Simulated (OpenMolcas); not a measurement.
I³⁺: effect of the level shift or regulariser

```
Program             : OpenMolcas 26.06
Basis               : ANO-RCC [10s9p8d5f3g]
Scalar Hamiltonian  : DKH2, point nucleus
Active space        : 4 electrons in 8 orbitals (5s 5p 6s 6p)
State averaging     : 2S+1 = 3 even, 3 roots; 2S+1 = 1 even, 11 roots; 2S+1 = 5 odd, 1 root; 2S+1 = 3 odd, 9 roots; 2S+1 = 1 odd, 8 roots
Spin-orbit coupling : RASSI with atomic mean-field integrals over the reference wave functions, term energies averaged over their components
```

Methods on the same reference wave functions:
A. CASSCF
B. MS-CASPT2, IPEA 0.25 Eh, imaginary shift 0.1 Eh (closed shells correlated: 4d)
C. MS-CASPT2, IPEA 0.25 Eh, sigma2 regulariser 0.3 Eh (closed shells correlated: 4d)

Energies in cm-1 above 5s2 5p2 3P0.

```
       Level       A       B       C
 5s2 5p2 3P0     0.0     0.0     0.0
 5s2 5p2 3P1    5785    5680    5680
 5s2 5p2 3P2   10293    9610    9610
 5s2 5p2 1D2   22945   20420   20420
 5s2 5p2 1S0   35071   36330   36330
5s 5p3 5S* 2   64688   76180   76220
5s 5p3 3D* 1  103081   94680   96170
5s 5p3 3D* 2  103217   95220   96680
5s 5p3 3D* 3  105833   97330   98860
5s 5p3 3P* 0  116774  112280  113230
5s 5p3 3P* 1  117958  112930  113880
5s 5p3 3P* 2  119686  113890  114930
```

Between B and C the level of the table that moves most is 5s 5p3 3D* 3, by 1500 cm-1 (lowest in B, highest in C). Moves below CASPT2's spread within the term are not significant.

From A to B the spin-free energies of the other terms of 5s2 5p2 shown, above 3P, scale by factors of 0.75 to 1.06.

The lowest spin-free term lies below A's lowest term by 0.547 hartree in B, 0.547 hartree in C.

Term energies are means over components that CASPT2 splits; among the terms shown or strongly mixed into the levels shown the widest spread is 640 cm-1 (5s 5p3 3D*, B). Over all roots computed the reference weight is 0.80 to 0.94 in B, 0.81 to 0.94 in C; the roots of lowest weight are the least certain, and an intruder state may touch them. Active for correlation alone: 6p 6s; no level in the range computed is led by a configuration that fills them, so any true level of that kind is missing. Terms of s pⁿ other than that of highest spin mix with s² pⁿ⁻² d, which this space lacks; all of them can be thousands of cm-1 off, and some have no real level of that name. Only configurations of the active space appear. The table leaves out levels that lie high or whose names do not pair safely across all columns.

* marks odd parity.
